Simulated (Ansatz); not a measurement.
Isolated molecules relaxed with PBE0-D4/def2-TZVP in Ansatz; ΔE leaves out vibrations. CCSD(T)/CBS adds triple-zeta CCSD(T) − MP2 to the extrapolated MP2 energy (def2 sets, frozen cores). Functionals use def2-TZVPP. B3LYP here is the variant with VWN-RPA as its local correlation; programs differ in this. For Ge outer-core shells are correlated without core-valence functions, which leaves a few kJ/mol of doubt a bond. Scalar relativity is left out up to krypton.

Reaction (substitution at a C–Si bond): `C[SiH](Cl)[GeH3]` + `[CH2]1[NH][GeH2]1` → `C[N]1[CH2][GeH2]1` + `Cl[SiH2][GeH3]`

```json
{"level": "r2SCAN-D4", "ΔE (kJ/mol)": "79.1", "difference from CCSD(T)/CBS": "2.5"}
{"level": "PBE0-D4", "ΔE (kJ/mol)": "76.7", "difference from CCSD(T)/CBS": "0.1"}
{"level": "B3LYP-D4", "ΔE (kJ/mol)": "73.3", "difference from CCSD(T)/CBS": "-3.3"}
{"level": "ωB97X-V", "ΔE (kJ/mol)": "73.9", "difference from CCSD(T)/CBS": "-2.7"}
{"level": "PBE", "ΔE (kJ/mol)": "74.9", "difference from CCSD(T)/CBS": "-1.7"}
{"level": "PBE0", "ΔE (kJ/mol)": "76.2", "difference from CCSD(T)/CBS": "-0.4"}
{"level": "B3LYP", "ΔE (kJ/mol)": "72.7", "difference from CCSD(T)/CBS": "-3.9"}
{"level": "HF/def2-TZVPP", "ΔE (kJ/mol)": "69.0", "difference from CCSD(T)/CBS": "-7.6"}
{"level": "MP2/def2-TZVPP", "ΔE (kJ/mol)": "76.7", "difference from CCSD(T)/CBS": "0.1"}
{"level": "SCS-MP2/def2-TZVPP", "ΔE (kJ/mol)": "72.7", "difference from CCSD(T)/CBS": "-3.9"}
{"level": "CCSD/def2-TZVPP", "ΔE (kJ/mol)": "74.3", "difference from CCSD(T)/CBS": "-2.3"}
{"level": "CCSD(T)/def2-TZVPP", "ΔE (kJ/mol)": "74.5", "difference from CCSD(T)/CBS": "-2.1"}
{"level": "HF/def2-QZVPP", "ΔE (kJ/mol)": "68.7", "difference from CCSD(T)/CBS": "-7.9"}
{"level": "MP2/def2-QZVPP", "ΔE (kJ/mol)": "77.8", "difference from CCSD(T)/CBS": "1.2"}
{"level": "SCS-MP2/def2-QZVPP", "ΔE (kJ/mol)": "74.0", "difference from CCSD(T)/CBS": "-2.6"}
{"level": "MP2/CBS(def2)", "ΔE (kJ/mol)": "78.8", "difference from CCSD(T)/CBS": "2.2"}
{"level": "CCSD(T)/CBS", "ΔE (kJ/mol)": "76.6", "difference from CCSD(T)/CBS": "0"}
```

Largest T1 diagnostic among the species: 0.012.

In def2-TZVPP, CCSD(T) changes the Hartree–Fock value by +5.5 kJ/mol (the triples alone add +0.2 kJ/mol) and MP2 by +7.8 kJ/mol.
